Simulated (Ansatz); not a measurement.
This geometry of C2H5NSi (9 atoms, charge 0, multiplicity 1) is a first-order saddle point.

These are results of RKS PBE-D4/def2-SVP in Ansatz 0.2.0, not measurements.

```xyz
9
Properties=species:S:1:pos:R:3
C -0.603 0.790 -1.017
Si 0.281 -0.595 -0.106
C 0.390 -0.680 1.697
N 1.451 -0.109 1.245
H -0.736 0.522 -2.085
H -0.006 1.723 -0.963
H -1.602 0.996 -0.584
H 0.729 -1.754 -0.936
H 0.096 -0.892 2.749
```

Task: Which two structures does it join? (They come from a converged band through this point; their orientation in space is the band's.)

Result: No bond is made or broken. The dihedral H5–C1–Si2–N4 goes from 85 to -154°. The two ends are copies of one structure, up to a mirror image or an exchange of like atoms.

Initial state:

```xyz
9
Properties=species:S:1:pos:R:3
C -0.729 0.745 -0.967
Si 0.101 -0.654 -0.036
C 0.790 -0.468 1.625
N 1.733 -0.307 0.763
H -0.355 0.803 -2.010
H -0.515 1.708 -0.463
H -1.828 0.606 -1.005
H -0.031 -2.014 -0.643
H 0.834 -0.418 2.735
```

Final state:

```xyz
9
Properties=species:S:1:pos:R:3
C -0.554 0.786 -1.047
Si 0.379 -0.535 -0.100
C 0.235 -0.758 1.689
N 1.265 -0.025 1.443
H -1.384 0.349 -1.638
H 0.122 1.318 -1.748
H -0.978 1.524 -0.339
H 1.087 -1.559 -0.927
H -0.172 -1.100 2.666
```

Task: How far does it lie above each of them?

Result: 0.032 eV above the first and 0.032 eV above the second. This is the barrier of this one path; another mechanism may lie lower.

Time of the run: 79 s on 1 thread of Intel(R) Xeon(R) Processor @ 2.50GHz (Skylake/Cascade Lake), on a shared host, peak memory 0.13 GiB.
